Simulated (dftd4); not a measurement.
C4H9O2, doublet, geometry from GFN2-xTB; D4 for tpss (dftd4).

Input for dftd4:
```
$ dftd4 mol.xyz --func tpss --charge 0 --json dftd4.json --noedisp

# file mol.xyz
15

C      2.44429592    -1.02503628    -0.30093565
O      1.31720491    -0.30874313    -0.56583977
C      0.46397681    -0.08288066     0.52738845
C     -0.78368637     0.65746024     0.03894765
C     -1.61108653    -0.22008434    -0.89623149
O     -1.50290815     1.02973766     1.19642637
H      2.49044820    -1.62960395     0.58697247
H      3.00838206    -1.27513126    -1.17673703
H      0.96317964     0.52974000     1.29056499
H      0.16839632    -1.03268951     0.99436903
H     -0.45232858     1.55679033    -0.50523325
H     -1.98942224    -1.08474277    -0.35488689
H     -2.45322875     0.33792816    -1.30164553
H     -0.98643999    -0.55931603    -1.71727797
H     -2.34435957     1.41231493     0.92416785
```

The log (banner, timings and long lists left out):

```
                    ____  _____ _____     ____  _  _
      -------------|  _ \|  ___|_   _|---|  _ \| || |------------
     |             | | | | |_    | | ___ | | | | || |_           |
     |             | |_| |  _|   | ||___|| |_| |__   _|          |
     |             |____/|_|     |_|     |____/   |_|            |
     |             ===================================           |
     |            E. Caldeweyher, S. Ehlert & S. Grimme          |
     |          Mulliken Center for Theoretical Chemistry        |
     |                    University of Bonn                     |
      -----------------------------------------------------------

Rational (Becke-Johnson) damping: tpss-D4-ATM
---------------------
  s6         1.0000
  s8         1.7660
  s9         1.0000
  a1         0.4282
  a2         4.5426
 alp        16.0000
--------------------

Dispersion energy:      -1.3257348575207E-02 Eh

[Info] JSON dump of results written to 'dftd4.json'
```
